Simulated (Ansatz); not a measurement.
`C1NC[Se]1` and `C1NCO1` differ in one element.

Ansatz, PBE0-D4/def2-TZVP geometries, multiplicity 1. 

Scalar relativity is left out up to krypton.

```tsv
property	`C1NC[Se]1`
LUMO energy (ωB97M-V/def2-TZVPP) / eV	1.30
HOMO energy (PBE0/def2-TZVPP) / eV	-6.09
LUMO energy (PBE/def2-TZVPP) / eV	-1.59
HOMO energy (PBE/def2-TZVPP) / eV	-4.90
size of the dipole moment (ωB97M-V/def2-TZVPP) / D	1.92
HOMO energy (B3LYP/def2-TZVPP) / eV	-5.88
```

(1) Give the same properties after the change, and the shifts. (An estimate is asked.)

## Answers

(1) Ansatz gave: 
| property | `C1NCO1` | shift |
| --- | --- | --- |
| LUMO energy (ωB97M-V/def2-TZVPP) / eV | 2.48 | 1.18 |
| HOMO energy (PBE0/def2-TZVPP) / eV | -6.71 | -0.62 |
| LUMO energy (PBE/def2-TZVPP) / eV | 0.12 | 1.71 |
| HOMO energy (PBE/def2-TZVPP) / eV | -5.24 | -0.34 |
| size of the dipole moment (ωB97M-V/def2-TZVPP) / D | 1.77 | -0.15 |
| HOMO energy (B3LYP/def2-TZVPP) / eV | -6.52 | -0.64 |

With PBE0 the HOMO falls by 0.62 eV and the LUMO rises by 1.67 eV, so the gap widens by about 2.29 eV. PBE moves the HOMO by -0.34 eV and ωB97M-V by -0.78 eV. Dipoles are sizes alone; their direction can turn.

B3LYP here is the variant with VWN-RPA as its local correlation; programs differ in this.

Spin–orbit coupling is left out; it splits and shifts lone-pair levels of the heavy atoms by tenths of an eV.
